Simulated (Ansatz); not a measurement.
Cl3HOZr, SMILES [Cl][Zr]([Cl])([OH])[Cl] (connectivity only; charge and spin as stated), charge +1, multiplicity 2. Atoms are numbered in the order given.

```xyz
6

Zr     0.0000     0.1990     0.3359
Cl    -2.0420     0.8403    -0.6334
Cl     2.0420     0.8403    -0.6334
Cl     0.0000    -1.9430    -0.7904
O      0.0000     0.0631     2.1812
H      0.0000     0.0003     3.1466
```
Charge +1, spin multiplicity 2.

Coordinates come from a PBE0-D3(BJ)/def2-SVP optimisation. The spin state was assumed, not searched. The isomer is the one that the SMILES or the coordinates give; other isomers of the formula were not compared. The def2 effective core potentials stand for the cores of Zr; spin–orbit coupling is left out. One conformer was computed; it need not be the lowest.

Two levels are set side by side: PBE-D3(BJ)/def2-SVP (Ansatz, an electronic-structure program) and PBE0-D3(BJ)/def2-SVP (Ansatz). Each level has its own optimised geometry; the coordinates shown are those of the second. Differences are taken from unrounded values.

```csv
quantity,PBE0-D3(BJ),PBE-D3(BJ),PBE-D3(BJ) minus PBE0-D3(BJ)
mean bond length (Å),1.987,2.000,0.013
bond Zr1–Cl2 (Å),2.350,2.385,0.036
bond Zr1–Cl3 (Å),2.350,2.385,0.036
bond Zr1–Cl4 (Å),2.420,2.386,-0.034
bond Zr1–O5 (Å),1.850,1.867,0.016
bond O5–H6 (Å),0.967,0.978,0.010
```

GGA bonds tend to be longer and softer than those of functionals with exact exchange. Differences between two approximate levels are no errors against the true value.
